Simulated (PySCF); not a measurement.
Isomers of C5H7FO2. Level of theory: PBE0-D3(BJ)/def2-SVP geometry optimisation, gas phase (PySCF 2.14.0). One conformer each; no zero-point energy, no entropy. No frequencies were run at this level. Point groups hold within 0.08 Å.

Task: Rank from lowest to highest electronic energy at this level (kcal/mol).
A. `[CH2:1]=[CH:2][O:3][C:4](=[O:5])[CH2:6][CH2:7][F:8]` with C1–C2–O3–C4 -179°, C2–O3–C4–O5 0°, O3–C4–C6–C7 179°, C4–C6–C7–F8 180°
B. `[O:1]=[C:2]1[CH2:3][CH2:4][CH2:5][C@@H:6]([F:7])[O:8]1` with O1–C2–C3–C4 -134°, C2–C3–C4–C5 -55°, C3–C4–C5–C6 16°, C4–C5–C6–F7 -84°

Result: B (0.0), A (27.6).

As drawn, the higher has a C=C bond outside aromatic rings, which the lower lacks.

```csv
SMILES,E (Eh),E rel (kcal/mol),dipole (D),point group,"A, B, C (MHz)"
O=C1CCC[C@@H](F)O1,-444.25326,0.0,4.31,C1,"3119, 2040, 1571"
C=COC(=O)CCF,-444.20928,27.6,1.61,Cs,"7545, 818.6, 745.4"
```
